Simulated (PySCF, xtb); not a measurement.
B(H)(F)(OH) (BFH2O), SMILES OBF.

GFN2-xTB (xtb) at its own geometry gives an orbital gap of 6.81 eV and a dipole moment of 3.11 D.

Geometry: B3LYP-D3(BJ)/def2-TZVP. The values are those of a single conformer.

### Question
What does M06-2X/def2-TZVPD in PySCF give? (Estimate from the structure and the level; the computed values follow.)

### Answer
gap 11.52 eV (levels -11.55 and -0.04 eV), dipole 2.52 D.
